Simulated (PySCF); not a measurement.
Fe: excitation energy

Fe [Ar] 3d6 4s2 (5D) → Fe [Ar] 3d7 4s1 (5F), as a difference of total energies. All numbers are calculated (PySCF 2.14, the non-relativistic Hamiltonian (point nucleus), in def2-QZVPPD). Correlated levels: valence: [Ar] frozen; valence and next inner shell: [Ne] frozen. The calculations carry no spin-orbit coupling.

| method | excitation energy (eV) | difference from reference (eV) |
| --- | --- | --- |
| UHF | 1.843 | +0.968 |
| LDA | -0.126 | -1.001 |
| PBE | -0.202 | -1.077 |
| PBE0 | 0.251 | -0.624 |
| TPSSh | -0.175 | -1.050 |
| wB97X | 0.728 | -0.147 |
| LC-wPBE | -0.165 | -1.040 |
| BHandHLYP | 0.844 | -0.031 |
| MP2 (valence) | 0.509 | -0.366 |
| SCS-MP2 (valence) | 0.577 | -0.298 |
| MP2 (valence and next inner shell) | 0.167 | -0.708 |
| SCS-MP2 (valence and next inner shell) | 0.367 | -0.508 |

Reference: 0.875 eV (measured; NIST levels, between the centres of gravity of the two terms).

These non-relativistic numbers lack the scalar-relativistic shift.

Errors of the correlated levels include the incompleteness of this basis and the frozen core.
